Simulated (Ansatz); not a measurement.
Conformers of C3H9AlClN, SMILES `CC(C)[NH][AlH][Cl]`, each relaxed with PBE0-D4/def2-TZVP in Ansatz. CBS adds the triple-zeta coupled-cluster correction to the MP2 limit.

Not all of them had a frequency check.

Conformer A:

Z-matrix (Å, degrees):
```
C
C 1 1.522
H 1 1.093 2 111.1
H 1 1.094 2 110.3 3 -120.4
H 1 1.093 2 111.0 3 120.0
C 2 1.516 1 111.0 3 59.9
N 2 1.453 1 111.0 3 -176.5
H 2 1.101 1 107.7 3 -57.5
H 6 1.093 2 111.6 1 -177.9
H 6 1.095 2 110.8 1 61.7
H 6 1.091 2 110.5 1 -57.8
Al 7 1.762 2 133.0 1 -123.7
H 7 1.012 2 111.2 1 54.5
Cl 12 2.104 7 114.5 2 178.4
H 12 1.569 7 126.0 2 -2.0
```

Conformer B:

Z-matrix (Å, degrees):
```
C
C 1 1.522
H 1 1.093 2 111.3
H 1 1.092 2 110.8 3 120.9
H 1 1.095 2 110.3 3 -119.6
C 2 1.522 1 111.1 3 57.1
N 2 1.454 1 111.3 3 -178.1
H 2 1.098 1 107.9 3 -61.0
H 6 1.095 2 110.3 1 62.5
H 6 1.093 2 111.3 1 -57.1
H 6 1.092 2 110.8 1 -178.0
Al 7 1.757 2 127.7 1 117.9
H 7 1.011 2 111.8 1 -62.2
Cl 12 2.100 7 117.6 2 180.0
H 12 1.572 7 121.4 2 -0.0
```

Problem. Which is lowest in electronic energy at CCSD(T)/CBS (frozen core, def2 sets), and by how much? (Best estimate.)

Solution. The calculation gave: B; A lies 2.5 kJ/mol higher.

Problem. Give the energies relative to B (kJ/mol) with PBE-D4/def2-TZVPP, r2SCAN-D4/def2-TZVPP, PBE0-D4/def2-TZVPP, PBE/def2-TZVPP, B3LYP/def2-TZVPP, HF/def2-QZVPP, HF/CBS(def2). (Estimate.)

Solution. Ansatz gave: 
```json
{"level": "PBE-D4/def2-TZVPP", "A": "2.0"}
{"level": "r2SCAN-D4/def2-TZVPP", "A": "1.9"}
{"level": "PBE0-D4/def2-TZVPP", "A": "2.0"}
{"level": "PBE/def2-TZVPP", "A": "3.0"}
{"level": "B3LYP/def2-TZVPP", "A": "4.7"}
{"level": "HF/def2-QZVPP", "A": "6.0"}
{"level": "HF/CBS(def2)", "A": "6.1"}
```

B3LYP here is the variant with VWN-RPA as its local correlation; programs differ in this.
